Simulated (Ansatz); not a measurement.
BEt2(CN) (C₅H₁₀BN). The state is a triplet with charge 0. Geometry PBE-D4/def2-SVP, that of the neutral singlet; atoms count from 1.

Cartesian coordinates in Å:
```
B -0.0664 -0.0873 0.0025
C -0.6251 1.3178 0.4257
C -2.1396 1.5526 0.4184
H -0.0746 2.1213 -0.1126
H -0.2324 1.3982 1.4751
H -2.4101 2.5376 0.8493
H -2.5448 1.5214 -0.6138
H -2.6744 0.7723 0.9971
C 1.3895 -0.2901 -0.5497
C 2.0643 -1.6570 -0.3884
H 2.0455 0.5419 -0.2107
H 1.2362 -0.0701 -1.6406
H 3.0302 -1.7107 -0.9297
H 2.2718 -1.8770 0.6788
H 1.4190 -2.4757 -0.7662
C -0.9932 -1.3290 0.1332
N -1.6959 -2.2663 0.2314
```

At PBE0-D4/def2-TZVP a singlet of charge 0 lies 4.50 eV below the triplet at the same geometry.

Q: Estimate the Mulliken populations from the PBE0/def2-TZVP orbitals of Ansatz.

A: 
```tsv
atom	charge (e)	spin (α − β)
B1	-0.06	0.87
C2	-0.24	0.18
C3	-0.35	0.02
H4	0.13	0.01
H5	0.15	0.04
H6	0.14	0.03
H7	0.14	0.01
H8	0.15	0.00
C9	-0.24	0.18
C10	-0.35	0.02
H11	0.13	0.00
H12	0.15	0.04
H13	0.14	0.03
H14	0.14	0.01
H15	0.15	0.00
C16	-0.12	-0.06
N17	-0.06	0.62
```
Mulliken values depend strongly on the basis.

Q: Where does the spin sit?

A: Summed by element: B 0.87, C 0.35, H 0.16, N 0.62, of 2 unpaired in all. Largest on single atoms: B1 0.87, N17 0.62, C2 0.18.

Q: And the Mayer bond orders between heavy atoms (over 0.3)?

A: B1–C2 0.88 (1.57 Å); B1–C9 0.88 (1.57 Å); B1–C16 1.30 (1.56 Å); C2–C3 1.01 (1.53 Å); C9–C10 1.01 (1.53 Å); C16–N17 2.53 (1.18 Å).
